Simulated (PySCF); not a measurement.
Two-component Hartree-Fock for Pb (lead, neutral)

Start: [Xe] 4f14 5d10 6s2 6p2; 6p1/2 filled at m_j = -1/2, +1/2. Calculated with PySCF 2.14 in x2c-SVPall-2c with one added diffuse shell each of s, p type (8s12p7d2f, 93 functions): generalised Hartree-Fock with the X2C-1e Hamiltonian and a Gaussian nucleus; one run each with spin-orbit coupling (SO) switched off, then screened by Boettger's factors.

```csv
spinor shell,electrons,"ε, spin-free (eV)","ε, screened SO (eV)",weight of nominal j (screened SO),"rms radius, screened SO (bohr)"
1s1/2,2,-88503.1,-88463.0,1.000,0.0181
2s1/2,2,-15989.2,-15975.8,1.000,0.0730
2p1/2,2,-13735.7,-15319.3,1.000,0.0617
2p3/2,4,-13735.7,-13124.0,1.000,0.0700
3s1/2,2,-3911.9,-3906.6,1.000,0.186
3p1/2,2,-3255.8,-3611.1,1.000,0.178
3p3/2,4,-3255.8,-3114.2,1.000,0.195
3d3/2,4,-2573.1,-2632.5,1.000,0.171
3d5/2,6,-2573.1,-2528.0,1.000,0.175
4s1/2,2,-925.48,-923.14,1.000,0.408
4p1/2,2,-706.78,-793.87,1.000,0.412
4p3/2,4,-706.78,-670.70,1.000,0.446
4d3/2,4,-447.24,-459.24,1.000,0.459
4d5/2,6,-447.24,-436.35,1.000,0.464
5s1/2,2,-167.35,-166.15,1.000,0.916
4f5/2,6,-159.34,-160.51,1.000,0.495
4f7/2,8,-159.34,-155.61,1.000,0.496
5p1/2,2,-104.26,-119.94,1.000,0.981
5p3/2,4,-104.26,-96.777,1.000,1.07
5d3/2,4,-29.385,-30.042,1.000,1.38
5d5/2,6,-29.385,-27.276,1.000,1.40
6s1/2,2,-15.380,-14.884,1.000,2.57
6p1/2,2,-6.874,-6.925,1.000,3.38
```

```csv
quantity,spin-free,screened SO
E (hartree),-20864.46068,-20902.19181
M_J,0,0
⟨J²⟩,2.010,0.000
⟨L²⟩,2.005,1.508
⟨S²⟩,2.006,1.508
```

Breit and QED terms are absent; they matter most for the inner s and p1/2 levels.

Densities and radii are taken from the X2C orbitals without a picture-change correction, which distorts them close to the nucleus.

Without spin-orbit coupling the j labels of p, d and f shells carry no meaning; the spin-free column gives the mean over the occupied spinors of each nl shell.
